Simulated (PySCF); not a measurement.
# `Brc1cnccn1`, C4H3BrN2

Geometry (Å), atoms numbered from 1 in this order:
```xyz
10

Br    2.7459   -1.4024   -0.1610
C     1.0786   -0.5174   -0.0644
C     1.0558    0.8781    0.0848
N    -0.0957    1.5266    0.1553
C    -1.2119    0.8040    0.0780
C    -1.1725   -0.5810   -0.0701
N    -0.0156   -1.2378   -0.1415
H     1.9849    1.4539    0.1448
H    -2.1657    1.3388    0.1350
H    -2.0912   -1.1740   -0.1322
```

Computed with UKS PBE0/def2-SVP four-point reorganisation energy, gas phase (PySCF 2.14.0). Geometry: PBE0/def2-SVP.

The calculation is non-relativistic, which matters for the atoms heavier than Zn.

Task: What is the inner reorganisation energy for hole transfer, with the ionisation energy?

Result: λ = 0.344 (surface of the oxidised species) + 0.393 (surface of the starting species) = 0.737 eV. The ionisation energy is 9.64 eV vertical and 9.29 eV adiabatic without zero-point energy; at the relaxed geometry of the oxidised species the two energies differ by 8.90 eV. Largest bond changes: Br1–C2 1.890 → 1.839 Å, C2–C3 1.404 → 1.445 Å, C5–C6 1.393 → 1.429 Å, C6–N7 1.332 → 1.303 Å, N4–C5 1.332 → 1.304 Å. ⟨S²⟩ of the relaxed oxidised species 0.755.

Task: What is the inner reorganisation energy for electron transfer, with the electron affinity?

Result: λ = 0.282 (surface of the reduced species) + 0.297 (surface of the starting species) = 0.579 eV. The electron affinity is -0.24 eV vertical and 0.04 eV adiabatic without zero-point energy; at the relaxed geometry of the reduced species the two energies differ by 0.34 eV. Largest bond changes: Br1–C2 1.890 → 1.961 Å, C3–N4 1.323 → 1.379 Å, C6–N7 1.332 → 1.386 Å, C2–C3 1.404 → 1.375 Å, N4–C5 1.332 → 1.360 Å. ⟨S²⟩ of the relaxed reduced species 0.763.

The highest occupied orbital of the reduced species is unbound in this basis, so its energies are rough.
